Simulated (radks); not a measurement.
Results of a calculation; reference values are marked as such.
The oxygen anion O2-, [Ne], held by a Watson sphere: a shell of charge +2 at radius R that stands for the Madelung well of a crystal (potential energy -2/R inside, -2/r outside, in hartree with lengths in bohr). Code: a radial shooting solver on a logarithmic mesh with Libxc functionals. Model: non-relativistic Kohn-Sham, LB94 model potential, spin-polarised, spherical densities, point nucleus. Response by self-consistent Sternheimer equations with the Hartree and adiabatic LDA kernel. The sphere does not respond.

| R (bohr) | e(1s) (eV) | e(2s) (eV) | e(2p) (eV) | <r> 2p (bohr) | sum of <r^2> (bohr^2) | X-ray form factor at sin(theta)/lambda = 0.2 1/angstrom | alpha (bohr^3) |
|---|---|---|---|---|---|---|---|
| 1.64 | -532.68 | -28.975 | -14.759 | 1.377 | 18.62 | 6.362 | 9.041 |
| 1.7 | -532.63 | -28.575 | -14.438 | 1.391 | 19.00 | 6.323 | 9.565 |
| 1.81 | -532.51 | -27.873 | -13.864 | 1.416 | 19.68 | 6.259 | 10.59 |
| 2.42 | -531.30 | -24.679 | -11.082 | 1.533 | 23.20 | 6.012 | 18.03 |
| 2.78 | -530.45 | -23.255 | -9.746 | 1.590 | 25.09 | 5.932 | 24.07 |
| 3.1 | -529.71 | -22.204 | -8.726 | 1.634 | 26.71 | 5.887 | 30.66 |
| 3.55 | -528.76 | -20.986 | -7.514 | 1.689 | 28.89 | 5.850 | 42.24 |
| 3.64 | -528.58 | -20.773 | -7.299 | 1.699 | 29.32 | 5.846 | 44.92 |
